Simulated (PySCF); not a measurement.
From results back to the method.

2,4-difluoropyridine, C₅H₃F₂N.
InChI=1S/C5H3F2N/c6-4-1-2-8-5(7)3-4/h1-3H

The closed-shell ground state was solved 4 times with PySCF (density fitting, gas phase), always in the pcSseg-2 basis (330 functions), with these functionals: B97-2, KT3, PBE0 and wB97X-D. Geometry: PBE0-D3(BJ)/def2-TZVP; no solvent, vibrations or thermal averaging.

| row | total energy (Eh) | HOMO (eV) | LUMO (eV) | dipole (D) |
| --- | --- | --- | --- | --- |
| P | -446.7985 | -9.79 | 0.61 | 2.09 |
| Q | -446.4683 | -8.02 | -1.16 | 2.06 |
| R | -453.2637 | -6.92 | -1.99 | 1.95 |
| S | -446.7937 | -7.76 | -1.20 | 2.04 |

Which functional belongs to which row?

P = wB97X-D, Q = PBE0, R = KT3, S = B97-2. By rising HOMO–LUMO gap: KT3 (GGA) 4.93 eV; B97-2 (global hybrid, 21 % exact exchange) 6.56 eV; PBE0 (global hybrid, 25 % exact exchange) 6.86 eV; wB97X-D (range-separated hybrid) 10.40 eV. Total energies of different functionals aren't bounds to one another; each is stationary for its own functional.

The pairwise dispersion term of wB97X-D wasn't added to the energies; at a given geometry it leaves orbitals and properties as they are.
